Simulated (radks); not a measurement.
Values are calculated unless marked as measured or tabulated.
Question: The iodine anion I-, [Xe], held by a Watson sphere: a shell of charge +1 at radius R that stands for the Madelung well of a crystal (potential energy -1/R inside, -1/r outside, in hartree with lengths in bohr). Level of theory: scalar-relativistic Kohn-Sham, LDA (Slater exchange, Perdew-Wang correlation), spin-polarised, spherical densities, point nucleus (a radial shooting solver on a logarithmic mesh with Libxc functionals). Response by self-consistent Sternheimer equations with the Hartree and adiabatic LDA kernel, the relativistic mass of each level held fixed and spin-orbit coupling left out. The sphere does not respond.

R (bohr)  e(4d) (eV)  e(5s) (eV)  e(5p) (eV)  <r> 5p (bohr)  sum of <r^2> (bohr^2)  X-ray form factor at sin(theta)/lambda = 0.1 1/angstrom  alpha (bohr^3)
2.84         -49.338     -17.495      -7.443          2.518                  70.48                                                   49.665           39.51
3.53         -48.745     -16.665      -6.730          2.585                  73.27                                                   49.561           46.89
4.13         -48.237     -16.036      -6.124          2.625                  75.08                                                   49.504           53.34
5.19         -47.401     -15.109      -5.194          2.667                  77.13                                                   49.452           63.31
5.84         -46.955     -14.642      -4.722          2.681                  77.88                                                   49.437           68.13

Estimate the row for R = 5.67 bohr.

Answer: e(4d) (eV) -47.066; e(5s) (eV) -14.758; e(5p) (eV) -4.839; <r> 5p (bohr) 2.678; sum of <r^2> (bohr^2) 77.71; X-ray form factor at sin(theta)/lambda = 0.1 1/angstrom 49.441; alpha (bohr^3) 66.97.
